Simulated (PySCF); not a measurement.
**Continuum solvent and chemical shifts**

Atom-mapped SMILES (the numbers label the heavy atoms): `[CH2:1]=[N:2][CH2:3][C:4]([F:5])([F:6])[F:7]`. Hydrogens are named by the atom that carries them. Ha(C1) is cis to C3; Hb(C1) is trans to C3.

GIAO PBE0/pcSseg-1 in PySCF 2.14.0 with density-fitted response routines on one PBE0-D3(BJ)/def2-SVP conformer, non-relativistic, equivalent nuclei averaged. Solvents enter as an IEF-PCM continuum (cyclohexane with ε = 2.0, dichloromethane with ε = 8.9) around the gas-phase geometry. Shifts are referred to TMS, CFCl3 computed in the same medium.

In cyclohexane, δ in ppm: C1 162.8, C4 129.6, C3 60.6, F5/F6/F7 -81.6, Ha(C1) 7.86, Hb(C1) 7.75, H(C3) 4.31. Dipole moment 0.63 D.

(1) How does each δ change in the more polar medium?

(2) Which of the listed nuclei move most (in ppm), and what does the model miss? (N and O are left out, as their reference compounds move with the solvent too.)

Results:

(1) 
| atoms | environment | Δδ, dichloromethane |
| --- | --- | --- |
| C1 | C=N carbon | +2.1 |
| C4 | CF3 carbon | +0.8 |
| C3 | sp3 CH2 bonded to N | +0.2 |
| F5/F6/F7 | fluorine of a CF3 group | +0.7 |
| Ha(C1) | hydrogen on a C=N carbon | +0.05 |
| Hb(C1) | hydrogen on a C=N carbon | +0.04 |
| H(C3) | hydrogen on an sp3 CH2 bonded to N | +0.09 |

Changes are relative to cyclohexane. The dipole moment becomes 0.62 D in dichloromethane.

(2) C1 (C=N carbon, +2.1 ppm) in dichloromethane. A continuum only polarises the solute; specific hydrogen bonds, the anisotropy of aromatic solvents and changes of geometry or conformer are outside it.
